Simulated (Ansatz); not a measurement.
Coupled-cluster diagnostics for GeBrMe3 (C₃H₉BrGe), Ansatz.

Geometry of the singlet (r2SCAN-D4/def2-SVP):

```xyz
14

Ge   -0.0770    0.0416   -0.3663
Br   -0.5576    0.2999   -2.6479
C    -0.6558   -1.7528    0.1205
H    -1.7306   -1.8751   -0.0782
H    -0.4709   -1.9270    1.1928
H    -0.1029   -2.5048   -0.4614
C    -1.0831    1.4211    0.5697
H    -0.7751    2.4194    0.2258
H    -0.8999    1.3467    1.6537
H    -2.1605    1.3022    0.3834
C     1.8470    0.2737   -0.1775
H     2.1464    1.2781   -0.5110
H     2.3835   -0.4721   -0.7821
H     2.1365    0.1493    0.8785
```

Correlated methods freeze 21 core orbitals; core or outer-core shells of Ge, Br are correlated, in sets that lack core-valence functions.

(1) Estimate the CCSD(T) correlation energy, the shares of MP2 and (T), T1 and the reference's ⟨S²⟩ for: charge 0, singlet, own geometry in def2-SVP; charge 1, doublet, vertical in def2-SVP; and the rough time on 4 threads of Intel Xeon on a shared host.

## Answers

(1) 
```json
{"state": "charge 0, singlet, own geometry", "basis": "def2-SVP", "correlation (eV)": "-26.417", "MP2 share (%)": "92.6", "(T) share (%)": "2.7", "T1": "0.007", "⟨S²⟩ (pure)": "0.00 (0.00)", "wall time": "37 s"}
{"state": "charge 1, doublet, vertical", "basis": "def2-SVP", "correlation (eV)": "-25.904", "MP2 share (%)": "91.7", "(T) share (%)": "2.8", "T1": "0.024", "⟨S²⟩ (pure)": "0.76 (0.75)", "wall time": "2.7 min"}
```
Customary marks for T1 are 0.02 (closed shells), 0.045 (open shells) and about 0.05 (3d metals). T1 exceeds 0.02 in 1 of 2 rows and 0.045 in 0; the higher it lies, the less the single-reference result can be trusted.
